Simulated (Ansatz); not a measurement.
Cartesian coordinates in Å:
```
C 0.465 0.222 -1.894
Sn -0.270 -0.357 0.007
C -0.597 1.089 1.520
Cl -2.270 -1.504 -0.324
C 1.052 -1.822 0.790
N 1.815 -2.572 1.218
H -0.223 0.934 -2.350
H 0.542 -0.664 -2.523
H 1.449 0.679 -1.785
H -0.989 0.587 2.403
H -1.318 1.827 1.170
H 0.343 1.582 1.768
```

Total charge 0; spin multiplicity 1. Sn takes the def2 core potential.

List the r2SCAN/def2-TZVPP orbital energies in eV (Ansatz). (An estimate is asked.)

Ansatz gave: Occupied: -2753.12, -385.38, -273.84, -273.84, -273.68, -254.50, -193.04, -192.90, -192.89, -138.17, -93.07, -93.00, -92.89, -27.56, -27.47, -27.38, -27.32, -27.30, -23.58, -20.88, -18.94, -18.61, -13.99, -11.43, -11.20, -11.05, -11.02, -10.59, -9.24, -9.05, -8.74, -8.57, -8.48, -7.93, -7.70. Lowest empty: -1.56, -1.03, -0.86, 0.25, 0.97, 1.39, 1.50, 1.85.
